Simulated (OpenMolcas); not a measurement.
**What dynamic correlation does to the levels of Sr**

```yaml
Program: OpenMolcas 26.06
Basis: ANO-RCC-VTZP [7s6p3d1f]
Scalar_Hamiltonian: DKH2, point nucleus
Active_space: 2 electrons in 9 orbitals (4d 5s 5p)
State_averaging: 2S+1 = 3 even, 18 roots (15 in the spin-orbit step); 2S+1 = 1 even, 12 roots; 2S+1 = 3 odd, 18 roots; 2S+1 = 1 odd, 15 roots
Spin-orbit_coupling: RASSI with atomic mean-field integrals over the reference wave functions, term energies averaged over their components
```

Methods on the same reference wave functions:
A. CASSCF
B. SS-CASPT2, IPEA 0.25 Eh, imaginary shift 0.1 Eh (closed shells correlated: 4s 4p)
C. MS-CASPT2, IPEA 0.25 Eh, imaginary shift 0.1 Eh (closed shells correlated: 4s 4p)
D. XMS-CASPT2, IPEA 0.25 Eh, imaginary shift 0.1 Eh (closed shells correlated: 4s 4p)

Energies in cm-1 above 5s2 1S0, the measured ground level; measured values from NIST Handbook of Basic Atomic Spectroscopic Data.

```csv
Level,A,B,C,D,Measured
5s2 1S0,0.0,0.0,0.0,0.0,0.0
5s 5p 3P* 0,12995,13660,13770,13940,14318
5s 5p 3P* 1,13103,13770,13880,14050,14504
5s 5p 3P* 2,13325,13990,14110,14270,14899
4d 5s 3D1,21202,20620,20740,20950,18159
4d 5s 3D2,21270,20690,20810,21020,18219
4d 5s 3D3,21387,20810,20930,21130,18319
4d 5s 1D2,22295,22660,22670,23100,20150
5s 5p 1P* 1,22319,21770,21890,22060,21698
4d 5p 3F* 2 [58 %],34052,35150,35270,35600,33267
4d 5p 3F* 3,34325,35470,35590,35930,33590
4d 5p 1D* 2 [58 %],34419,35440,35560,35890,33827
4d 5p 3F* 4,34599,35740,35870,36200,33919
5p2 3P0,35183,36180,36300,36320,35193
5p2 3P1,35352,36350,36480,36500,35400
5p2 3P2,35649,36650,36770,36790,35675
4d 5p 3D* 1,37427,38280,38410,38620,36264
4d 5p 3D* 2,37541,38400,38520,38730,36382
4d 5p 3D* 3,37713,38570,38690,38910,36560
4d 5p 3P* 0,39076,39340,39470,39870,37292
4d 5p 3P* 1,39093,39360,39490,39890,37303
4d 5p 3P* 2,39130,39400,39530,39930,37337
```

Deviations, from unrounded energies. A percentage is the sum of absolute deviations over the sum of measured energies, with the sign that they share, or ± where signs differ.

```json
{"Against measurement": "mean absolute deviation (cm-1)", "Levels": "21", "A": "1300", "B": "1600", "C": "1700", "D": "1900"}
{"Against measurement": "other configurations (%)", "Levels": "21", "A": "±4.6", "B": "±5.8", "C": "±6.0", "D": "±6.7"}
```

A lies closest to measurement on these levels and D furthest from it. The largest miss of A in the table is 4d 5s 3D3, by +3100 cm-1. The ranking rests on the paired levels alone, and a cruder setting can come out closer through cancelling errors.

Among B to D the level of the table that moves most is 4d 5p 3P* 0, by 530 cm-1 (lowest in B, highest in D). Moves below CASPT2's spread within the term are not significant.

The lowest spin-free term lies below A's lowest term by 0.194 hartree in B, 0.194 hartree in C, 0.198 hartree in D.

CASPT2 breaks the degeneracy within a term, and the mean is taken; among the terms shown or strongly mixed into the levels shown the widest spread is 160 cm-1 (4d 5p 1D*, D). Some high roots are left out of the spin-orbit mixing, which shifts the levels that they would mix with. Some levels mix across a computed gap that differs much from the measured one, so their mixing is not that of the real levels. A single d shell beside an s shell can misplace configurations of different d count against each other. Without dynamic correlation excited terms often stand tens of per cent too high (terms of higher spin than the ground term too low), and those without a measured partner can miss by more than the paired ones (holds for A). Measured partners are found by configuration, term and J. A level has none where our copy of the source lacks it or the pairing is in doubt (some pairs that miss far off the trend of their configuration count as doubtful), and it then counts in no deviation. Levels of configurations outside the active space are missing. The table leaves out levels that lie high or whose names do not pair safely across all columns.

A share in square brackets marks a mixed level and gives the weight of the term that names it, the lowest over the columns. * marks odd parity.
